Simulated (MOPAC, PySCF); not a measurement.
[Zn(F)(H)], neutral singlet in the gas phase. 

Cartesian coordinates (Å):
```xyz
3

Zn    -0.0014    -0.0076    -0.0025
F     -1.4456     0.9212     0.3395
H      1.2431    -0.8098    -0.2981
```
Charge 0, spin multiplicity 1.

All levels are single points at this geometry (BP86-D3(BJ)/def2-SVP); Pople sets use spherical d functions. Orbital energies aren't observables, and empty levels follow the basis.

M06-2X/6-31G* (LANL2DZ on Zn) in PySCF gives gap (eV) = 10.42.

Task: Estimate the gap (eV) from each of these levels: TPSSh-D3(BJ)/def2-TZVP in PySCF; B3LYP/6-311+G** (LANL2DZ on Zn) in PySCF; B3LYP/6-31G* (LANL2DZ on Zn) in PySCF; BP86/6-31G* (LANL2DZ on Zn) in PySCF; PBE/6-31G* (LANL2DZ on Zn) in PySCF; HF/3-21G in PySCF; HF/6-31G* (LANL2DZ on Zn) in PySCF; HF/STO-3G in PySCF; AM1 in MOPAC; PM3 in MOPAC; PM6 in MOPAC; PM7 in MOPAC.

Result: 
| level | gap (eV) |
|---|---|
| TPSSh-D3(BJ)/def2-TZVP in PySCF | 8.16 |
| B3LYP/6-311+G** (LANL2DZ on Zn) in PySCF | 8.12 |
| B3LYP/6-31G* (LANL2DZ on Zn) in PySCF | 8.15 |
| BP86/6-31G* (LANL2DZ on Zn) in PySCF | 6.13 |
| PBE/6-31G* (LANL2DZ on Zn) in PySCF | 6.04 |
| HF/3-21G in PySCF | 13.86 |
| HF/6-31G* (LANL2DZ on Zn) in PySCF | 13.82 |
| HF/STO-3G in PySCF | 9.81 |
| AM1 in MOPAC | 13.02 |
| PM3 in MOPAC | 13.06 |
| PM6 in MOPAC | 12.13 |
| PM7 in MOPAC | 15.65 |
